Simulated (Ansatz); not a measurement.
Ideal-gas functions of `C=C[SiH](Cl)Cl` at 800 K and 1 bar, from an Ansatz frequency run at PBE0-D4/def2-TZVP.

Molar mass 127.05 g/mol, point group Cs (symmetry number 1), electronic degeneracy 1, moments of inertia 210.438, 245.851, 424.026 u Å². Harmonic wavenumbers (cm⁻¹, unscaled): 71, 170, 172, 184, 322, 522, 528, 598, 737, 799, 804, 1013, 1020, 1039, 1287, 1443, 1669, 2268, 3135, 3163, 3219.

Use S(trans) = R[1.5 ln M + 2.5 ln T − 1.1517]; rotational temperatures θ = 24.2544 K / I; S(rot) = R[ln(√π/σ · √(T³/θAθBθC)) + 1.5]; for each mode x = 1.438777 ν̃/T, S = R[x/(eˣ − 1) − ln(1 − e⁻ˣ)] and H = RT x/(eˣ − 1); 1 cm⁻¹ = 0.0119627 kJ/mol; R = 8.31446 J/(mol·K).

Task: By hand: the entropy, in J/(mol·K).

Result: Translation 189.8. Rotation: θ = 0.1153, 0.0987, 0.0572 K, giving 131.1. Vibration, mode by mode: 25.43, 18.20, 18.10, 17.55, 12.97, 9.14, 9.05, 8.10, 6.55, 5.98, 5.94, 4.39, 4.35, 4.23, 2.97, 2.39, 1.73, 0.73, 0.20, 0.19, 0.17, in all 158.4. Electronic 0.0. Sum 479.3 J/(mol·K).

Task: By hand: H − E and G − E in kJ/mol, counted from the electronic energy.

Result: Zero-point energy ½ × 24163 × 0.0119627 = 144.5; thermal vibration 60.9; translation, rotation and pV give 4 RT = 26.6. H − E = 232.0 kJ/mol, and G − E = 232.0 − 800 × 479.3/1000 = -151.4 kJ/mol.

Vibration gives 33 % of the entropy, 25.4 J/(mol·K) of it from the mode under 150 cm⁻¹: soft modes count most, and the harmonic formula is weakest for them. The sum counts one conformer and one mirror image; others add a mixing term.
